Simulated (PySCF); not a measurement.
# How methods differ on the excitation energy of Cl

Cl [Ne] 3s2 3p5 (2P) → Cl [Ne] 3s1 3p6 (2S), as a difference of total energies. Calculation: PySCF 2.14, in aug-cc-pV(T+d)Z; no relativity, point nucleus. Correlated levels: valence: [Ne] frozen. The calculations carry no spin-orbit coupling.

```csv
method,excitation energy (cm⁻¹)
UHF,124320
LDA,94898
PBE0,103780
r2SCAN,102930
B2PLYP,103000
M06-2X,104590
B3LYP,101880
M06,103740
MP2 (valence),104620
```

Problem. Estimate what SCS-MP2 (valence) gives.

Solution. 102650 cm⁻¹, closest to r2SCAN among the rows shown.

Problem. Estimate what PBE gives.

Solution. 96798 cm⁻¹, closest to LDA among the rows shown.

Errors of the correlated levels include the incompleteness of this basis and the frozen core.

For comparison: 85385 cm⁻¹ (measured; NIST levels, between the centres of gravity of the two terms).
